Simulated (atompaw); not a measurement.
# Before and after: PAW (atompaw) potential for Hg (Z = 80)

```json
{
  "Element": "mercury (Hg)",
  "Generator": "atompaw 4.2.0.5",
  "Type": "PAW",
  "Functional": "PBE",
  "Relativity": "scalar-relativistic",
  "Frozen core": "[Kr] 4d10 4f14",
  "Valence charge": "20",
  "Reference configuration": "5s2 5p6 5d10 6s0 6p0 (charge +2)",
  "Partial waves": "5s (bound): rc 1.55 bohr; 6s (bound, empty): rc 1.30 bohr; 5p (bound): rc 1.85 bohr; 6p (bound, empty): rc 1.90 bohr; 5d (bound): rc 1.85 bohr; 5d channel at -1.7 Ry: rc 1.85 bohr",
  "Local potential": "ultrasoft scheme with l = 3 at 0.5 Ry, radius 1.35 bohr",
  "Core correction": "smooth core density matched at 1.70 bohr",
  "Augmentation charge": "sinc compensation charge, radius 1.65 bohr; PAW radius 1.90 bohr; waves and projectors: custom polynom gramschmidtortho"
}
```

All-electron outer shells of the reference configuration (PBE, scalar-relativistic, ld1.x):

```tsv
shell	level (eV)	outermost node (bohr)	outermost maximum (bohr)
5s	-137.40	0.47	0.82
4f	-115.06	–	0.37
5p	-85.79	0.51	0.93
5d	-28.78	0.55	1.15
6s	-23.36	1.07	2.08
6p	-14.86	1.26	2.67
```

Change: local potential ultrasoft scheme with l = 3 at 0.5 Ry, radius 1.10 bohr.

Cutoffs: the cutoffs (Ry, on a coarse ladder) from which the occupation-weighted sum of valence levels, in a spherical-Bessel basis at the reference potential, stays within 10 and 1 mRy of its value at 400 Ry; they do not see the model core or the augmentation charge, which bear on the density cutoff.

Task: What does the change do?

Result: The potential gets neither clearly harder nor softer (45 Ry and 70 Ry → 45 Ry and 70 Ry); the range in which the p phases agree narrows (upper end at the end of the scan → 1.2); neither file shows a bound ghost.

```tsv
quantity	base	changed
cutoff, loose	45 Ry	45 Ry
cutoff, tight	70 Ry	70 Ry
bound ghosts	none	none
s: phases at 1.90 bohr within 0.05 rad from the reference energy up to (Ry; the scan ends near 5)	to the end of the scan	to the end of the scan
p: phases at 1.90 bohr within 0.05 rad from the reference energy up to (Ry; the scan ends near 5)	to the end of the scan	1.2
d: phases at 1.90 bohr within 0.05 rad from the reference energy up to (Ry; the scan ends near 5)	to the end of the scan	3.8
lowest overlap eigenvalue by channel	s 0.23, p 0.82, d 0.94	s 0.08, p 0.82, d 0.94
```

 The cutoffs see the waves, projectors and local potential, not the compensation charge or the core.
